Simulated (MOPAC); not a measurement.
Input file for MOPAC: PM3 on BH5N2 (SMILES NBN), a point of a torsion scan.

```
PM3 1SCF PRECISE CHARGE=0 THREADS=1
BH5N2

N      1.19945789 1    -0.30844628 1     0.17568838 1
B      0.03293705 1     0.48033342 1     0.10495786 1
N     -1.11996453 1    -0.02759150 1    -0.50520343 1
H      1.41860164 1    -1.00310303 1    -0.51778825 1
H      2.03450547 1     0.05601514 1     0.60028207 1
H     -0.01945763 1     1.50401973 1     0.67571669 1
H     -1.14860941 1    -0.91346582 1    -0.97912476 1
H     -1.99134817 1     0.46744924 1    -0.54249348 1
```

It printed:

```
*******************************************************************************
 **                                                                           **
 **                              MOPAC v23.2.5                                **
 **                                                                           **
 *******************************************************************************
 ** MOPAC's Digital Object Identifier: https://doi.org/10.5281/zenodo.6511958 **
 **                                                                           **
 ** Please cite the open-source release paper for use of this MOPAC version:  **
 ** J. E. Moussa and J. J. P. Stewart (2026)                                  **
 ** MOPAC: An open-source semiempirical molecular orbital program             **
 ** J. Open Source Softw., 11(119), 8025, https://doi.org/10.21105/joss.08025 **
 *******************************************************************************

                              PM3 CALCULATION RESULTS

 *******************************************************************************
 *  PM3        - The PM3 Hamiltonian to be used
 *
 *
 *
 *                 CHARGE ON SYSTEM = 0
 *
 *
 *
 *  PRECISE    - TIGHTER CRITERIA TO BE USED
 *  1SCF       - DO 1 SCF AND THEN STOP
 *  THREADS=1  - MULTI-THREADING NOT USED
 *  T=         - A TIME OF 172800.0 SECONDS REQUESTED
 *  DUMP=N     - RESTART FILE WRITTEN EVERY 7200.0 SECONDS REQUESTED
 *******************************************************************************
PM3 1SCF PRECISE CHARGE=0 THREADS=1
 BH5N2

   ATOM   CHEMICAL          X               Y               Z
  NUMBER   SYMBOL      (ANGSTROMS)     (ANGSTROMS)     (ANGSTROMS)

     1       N          1.19945789  *  -0.30844628  *   0.17568838  *
     2       B          0.03293705  *   0.48033342  *   0.10495786  *
     3       N         -1.11996453  *  -0.02759150  *  -0.50520343  *
     4       H          1.41860164  *  -1.00310303  *  -0.51778825  *
     5       H          2.03450547  *   0.05601514  *   0.60028207  *
     6       H         -0.01945763  *   1.50401973  *   0.67571669  *
     7       H         -1.14860941  *  -0.91346582  *  -0.97912476  *
     8       H         -1.99134817  *   0.46744924  *  -0.54249348  *



          CARTESIAN COORDINATES

    NO.       ATOM           X           Y           Z

     1         N          1.1995     -0.3084      0.1757
     2         B          0.0329      0.4803      0.1050
     3         N         -1.1200     -0.0276     -0.5052
     4         H          1.4186     -1.0031     -0.5178
     5         H          2.0345      0.0560      0.6003
     6         H         -0.0195      1.5040      0.6757
     7         H         -1.1486     -0.9135     -0.9791
     8         H         -1.9913      0.4674     -0.5425

  H: (PM3): J. J. P. STEWART, J. COMP. CHEM. 10, 209 (1989).
  B: (PM3): J. J. P. STEWART, J. MOL. MOD., 10, 155-164 (2004)
  N: (PM3): J. J. P. STEWART, J. COMP. CHEM. 10, 209 (1989).

           Empirical Formula: H5 N2 B  =     8 atoms



      MOLECULAR POINT GROUP   :   C1


      RHF CALCULATION, NO. OF DOUBLY OCCUPIED LEVELS = 9


 -------------------------------------------------------------------------------
 PM3 1SCF PRECISE CHARGE=0 THREADS=1
 BH5N2



     1SCF WAS SPECIFIED, SO BFGS WAS NOT USED
     SCF FIELD WAS ACHIEVED


                              PM3 CALCULATION
                                                       MOPAC v23.2.5 Linux




          FINAL HEAT OF FORMATION =        -38.25122 KCAL/MOL =    -160.04310 KJ/MOL


          COSMO AREA              =         84.62 SQUARE ANGSTROMS
          COSMO VOLUME            =         65.67 CUBIC ANGSTROMS

          IONIZATION POTENTIAL    =          8.448434 EV
          HOMO LUMO ENERGIES (EV) =         -8.448  2.530
          NO. OF FILLED LEVELS    =          9
          MOLECULAR WEIGHT        =         43.8629         POINT GROUP:  C1

          MOLECULAR DIMENSIONS (Angstroms)

            Atom       Atom       Distance
            H     8    H     5     4.20508
            H     6    H     7     2.86055
            N     1    H     4     0.34039


          SCF CALCULATIONS        =          1





   ATOM   CHEMICAL          X               Y               Z
  NUMBER   SYMBOL      (ANGSTROMS)     (ANGSTROMS)     (ANGSTROMS)

     1       N          1.19945789  *  -0.30844628  *   0.17568838  *
     2       B          0.03293705  *   0.48033342  *   0.10495786  *
     3       N         -1.11996453  *  -0.02759150  *  -0.50520343  *
     4       H          1.41860164  *  -1.00310303  *  -0.51778825  *
     5       H          2.03450547  *   0.05601514  *   0.60028207  *
     6       H         -0.01945763  *   1.50401973  *   0.67571669  *
     7       H         -1.14860941  *  -0.91346582  *  -0.97912476  *
     8       H         -1.99134817  *   0.46744924  *  -0.54249348  *

                             CARTESIAN COORDINATES

   1    N        1.199457890    -0.308446280     0.175688380
   2    B        0.032937050     0.480333420     0.104957860
   3    N       -1.119964530    -0.027591500    -0.505203430
   4    H        1.418601640    -1.003103030    -0.517788250
   5    H        2.034505470     0.056015140     0.600282070
   6    H       -0.019457630     1.504019730     0.675716690
   7    H       -1.148609410    -0.913465820    -0.979124760
   8    H       -1.991348170     0.467449240    -0.542493480


           Empirical Formula: H5 N2 B  =     8 atoms



      MOLECULAR POINT GROUP   :   C1


                  EIGENVALUES
 -31.11408 -27.85179 -18.55816 -17.00056 -15.60128 -13.64532 -12.35585 -11.70172
  -8.44843   2.53022   2.85248   3.30460   4.56529   5.29194   6.37042   6.39135
   7.22588


              NET ATOMIC CHARGES AND DIPOLE CONTRIBUTIONS

  ATOM NO.   TYPE          CHARGE      No. of ELECS.   s-Pop       p-Pop
    1          N           0.194271        4.8057     1.24439     3.56134
    2          B          -0.500773        3.5008     0.98889     2.51189
    3          N           0.234577        4.7654     1.21169     3.55373
    4          H          -0.001144        1.0011     1.00114
    5          H           0.015792        0.9842     0.98421
    6          H           0.045957        0.9540     0.95404
    7          H          -0.005702        1.0057     1.00570
    8          H           0.017022        0.9830     0.98298
 DIPOLE           X         Y         Z       TOTAL
 POINT-CHG.    -0.211    -1.069    -0.478     1.190
 HYBRID         0.150    -0.105    -0.713     0.736
 SUM           -0.061    -1.174    -1.191     1.673


          ATOMIC ORBITAL ELECTRON POPULATIONS

     Atom    s        px        py        pz
    1  N   1.24439   1.05178   1.20877   1.30079
    2  B   0.98889   0.84171   0.88870   0.78147
    3  N   1.21169   1.03767   1.06653   1.44953
    4  H   1.00114
    5  H   0.98421
    6  H   0.95404
    7  H   1.00570
    8  H   0.98298

 **********************
 *                    *
 * JOB ENDED NORMALLY *
 *                    *
 **********************




 == MOPAC DONE ==
```

The run finished.

Cost: very roughly 0.020 core-seconds.
